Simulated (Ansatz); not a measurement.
`[GaH2][SiH2][SnH3]` + `N[SiH3]` → `[SiH3][NH][SnH3]` + `[SiH3][GaH2]`  (cleavage of the Sn–Si bond)

Gas-phase electronic energies from Ansatz, PBE0-D4/def2-TZVP geometries. CBS: MP2 limit from def2 TZ/QZ plus the TZ coupled-cluster correction, frozen cores. This one scheme is used for every species. DFT in def2-TZVPP. B3LYP here is the variant with VWN-RPA as its local correlation; programs differ in this. HSE06 is defined as in plane-wave codes. def2 core potentials past Kr. For Ga, Sn outer-core shells are correlated without core-valence functions, which leaves a few kJ/mol of doubt a bond. Scalar relativity is left out up to krypton.

```tsv
level	ΔE (kcal/mol)	difference from CCSD(T)/CBS
LDA (SPW92)	12.9	4.4
PBE-D4	12.1	3.6
revPBE-D4	10.9	2.4
BLYP-D4	9.1	0.6
r2SCAN-D4	10.4	1.9
PBE0-D4	11.7	3.2
B3LYP-D4	9.1	0.6
r2SCANh-D4	10.5	2.0
r2SCAN0-D4	10.6	2.1
HSE06-D4	11.8	3.3
BHLYP-D4	8.5	0.0
CAM-B3LYP-D4	7.9	-0.6
ωB97X-V	7.9	-0.6
ωB97M-V	8.5	0.0
PBE-QIDH	9.9	1.4
PBE	12.2	3.7
revPBE	12.0	3.5
BLYP	9.5	1.0
r2SCAN	10.4	1.9
PBE0	11.7	3.2
B3LYP	9.3	0.8
r2SCANh	10.5	2.0
r2SCAN0	10.6	2.1
HSE06	11.8	3.3
BHLYP	8.1	-0.4
CAM-B3LYP	7.9	-0.6
RPA@PBE/def2-TZVPP	6.4	-2.1
MP2/def2-SVP	6.9	-1.6
CCSD/def2-SVP	7.5	-1.0
CCSD(T)/def2-SVP	7.5	-1.0
HF/def2-TZVPP	5.5	-3.0
MP2/def2-TZVPP	8.1	-0.4
SCS-MP2/def2-TZVPP	6.5	-2.0
CCSD/def2-TZVPP	7.8	-0.7
CCSD(T)/def2-TZVPP	8.0	-0.5
HF/def2-QZVPP	5.1	-3.4
SCS-MP2/def2-QZVPP	6.7	-1.8
HF/CBS(def2)	5.0	-3.5
MP2/CBS(def2)	8.7	0.2
CCSD/CBS(def2)	8.3	-0.2
CCSD(T)/CBS	8.5	0
```

Largest T1 diagnostic among the species: 0.014.

At CCSD(T), def2-SVP lies −1.0 kcal/mol from the extrapolated value and def2-TZVPP −0.5 kcal/mol. From BLYP to BHLYP (50 % exact exchange), in def2-TZVPP and without D4, ΔE moves by −1.3 kcal/mol.

CCSD(T)/CBS has its own doubt, a few kJ/mol and more with outer-core shells, so smaller differences from it don't rank the levels.
